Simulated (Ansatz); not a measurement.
```xyz
7

B     0.613    1.098    0.991
O     0.112    0.179    0.157
Al   -0.533   -0.960   -0.867
Cl    0.079   -2.931   -0.719
Cl   -1.936   -0.389   -2.276
H     0.055    1.310    2.035
H     1.610    1.693    0.679
```

Total charge 0; spin multiplicity 1.

Question: List the CAM-B3LYP/def2-TZVPP orbital energies in eV (Ansatz). (Best estimate.)

Answer: Computed: Occupied: -2764.63, -2764.63, -1528.45, -523.14, -259.42, -259.42, -198.44, -198.44, -198.35, -198.35, -198.33, -198.33, -186.51, -116.38, -77.09, -76.96, -76.94, -29.88, -24.97, -24.65, -17.71, -14.07, -13.72, -13.42, -13.19, -12.15, -11.59, -11.46, -11.15, -10.84, -9.86. Lowest empty: -0.13, 0.29, 0.31, 2.49, 2.82, 2.93, 3.45, 3.64.
